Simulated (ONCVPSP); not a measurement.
carbon (C), ONCV: configuration errors across variants

carbon, optimised norm-conserving Vanderbilt (ONCV), made with ONCVPSP 4.0.1 (PBE, non-relativistic). Core [He], reference 2s2 2p2. Waves: 2s: rc 1.30 bohr, ncon 4, nbas 8, qcut 5.8 1/bohr, 2 projectors, debl 2.9 Ha; 2p: rc 2.60 bohr, ncon 4, nbas 7, qcut 4.9 1/bohr, 2 projectors, debl 2 Ha. Local part: polynomial inside 1.00 bohr (lpopt 5, dvloc0 6 Ha). Core correction: Teter function, fcfact 2.5, rcfact 1.

All-electron excitation energies from the reference (eV): (1) 2s2 2p1 10.865; (2) 2s2 2p0 35.024; (3) 2s1 2p0 83.197; (4) 2s1 2p2 19.602.

Errors AE − PS in meV (a dash: test not solved or not reliable):

| change | (1) | (2) | (3) | (4) | bound ghosts | GHOST(+) flags above zero |
| --- | --- | --- | --- | --- | --- | --- |
| base | +107 | +841 | +1644 | -83 | none | none |
| s: rc 0.94; local potential polynomial inside 0.94 bohr (lpopt 5, dvloc0 6 Ha) | +107 | +835 | +1654 | -79 | none | none |
| s: rc 1.02 | +107 | +835 | +1652 | -79 | none | none |
| s: rc 1.16 | +107 | +838 | +1652 | -81 | none | none |
| s: rc 1.36 | +107 | +844 | +1641 | -84 | none | none |
| s: rc 1.48 | +108 | +849 | +1635 | -87 | none | none |
| s: rc 1.56 | +109 | +854 | +1630 | -89 | none | none |
| s: rc 1.76 | +110 | +868 | +1614 | -97 | none | none |

(1) Give the same row for: s: rc 1.92.

## Answers

(1) +112, +882, +1600, -104; bound ghosts: none; GHOST(+) flags above zero: none.
